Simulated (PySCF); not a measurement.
# Frontier orbitals and the lowest excitations

Species: C₄H₁₁NSi.
Geometry (GFN2-xTB, Å), atoms numbered from 1 in this order:
```
atom  x, y, z in Å
C1     2.3420    0.5228    0.6137
C2     1.0949    0.2249    0.9721
N3     0.2236   -0.6274    0.3391
C4     0.5842   -1.1445   -0.9549
C5    -1.1941   -0.4339    0.5655
Si6   -1.9796    0.9991   -0.4423
H7     2.8030    0.1595   -0.2862
H8     2.9505    1.1438    1.2449
H9     0.6922    0.6339    1.8907
H10    0.6291   -0.3635   -1.7252
H11   -0.1506   -1.8902   -1.2563
H12    1.5599   -1.6261   -0.8888
H13   -1.3389   -0.2503    1.6334
H14   -1.6993   -1.3794    0.3448
H15   -1.9399    0.6823   -1.8710
H16   -1.2147    2.2168   -0.1788
H17   -3.3691    1.1440   -0.0108
```

Method used: TDDFT PBE0/def2-SVPD, vertical, gas phase, core orbitals frozen in the response (PySCF).

Kohn–Sham orbitals with the atoms that hold most of them (Löwdin shares over 4%, at most four atoms; ? is withheld):

```json
{"orbital": "HOMO-3", "ε (eV)": "-9.79", "atoms": "Si6 40%, H17 28%, H16 13%, H15 8%"}
{"orbital": "HOMO-2", "ε (eV)": "-9.63", "atoms": "Si6 36%, H16 21%, H15 21%, C5 9%"}
{"orbital": "HOMO-1", "ε (eV)": "-8.41", "atoms": "?"}
{"orbital": "HOMO", "ε (eV)": "-5.56", "atoms": "N3 33%, C1 27%, C2 12%, C5 6%"}
{"orbital": "LUMO", "ε (eV)": "?", "atoms": "?"}
{"orbital": "LUMO+1", "ε (eV)": "0.80", "atoms": "Si6 33%, C2 12%, C1 11%, H17 8%"}
{"orbital": "LUMO+2", "ε (eV)": "1.02", "atoms": "Si6 20%, C2 14%, C1 11%, H15 10%"}
```

Problem. Which atoms hold the HOMO-1, and with what shares?

Solution. C2 (bonded to C, N and H) 28%; C1 (bonded to C and 2 H) 18%; N3 (bonded to 3 C) 15%; C5 (bonded to N, Si and 2 H) 13%. By element: carbon 58% or more, nitrogen 15%.

Problem. Which atoms hold the LUMO, and with what shares?

Solution. Si6 (bonded to C and 3 H) 27%; C5 (bonded to N, Si and 2 H) 10%; H17 (bonded to Si) 7%; C4 (bonded to N and 3 H) 7%. By element: silicon 27%, carbon 17% or more, hydrogen 7% or more.

Problem. What is the LUMO energy, and the HOMO–LUMO gap?

Solution. ε(LUMO) = 0.35 eV; the gap is 5.91 eV (0.2171 hartree).

Problem. The HOMO–LUMO gap is 5.91 eV. Where does the response calculation put the lowest singlet, and from which orbitals?

Solution. S1 is at 4.92 eV (f = 0.044), 0.98 eV below the gap, made of HOMO→LUMO (93%). Without the coupling terms of the response equations the lowest excitation would equal the gap.

Problem. Give energy, strength and leading configuration of S1 and S2, and follow the Löwdin shares of the leading atoms from the occupied to the empty orbital.

Solution. 
- S1 (4.92 eV, f 0.044), HOMO→LUMO (93%): N3 33% → at most 7%, C1 27% → at most 7%, Si6 at most 6% → 27%, C5 6% → 10%
- S2 (5.55 eV, f 0.140), HOMO→LUMO+1 (88%): N3 33% → at most 9%, C1 27% → 11%, Si6 at most 6% → 33%, C2 12% → 12%

Löwdin shares depend on the basis, the more so with diffuse functions.

On one thread of an Arm Neoverse N1, shared host with 32 logical CPUs at a one-minute load of 21, this took 45 s and 0.87 GiB of memory at its peak.

One conformer stands for the species.
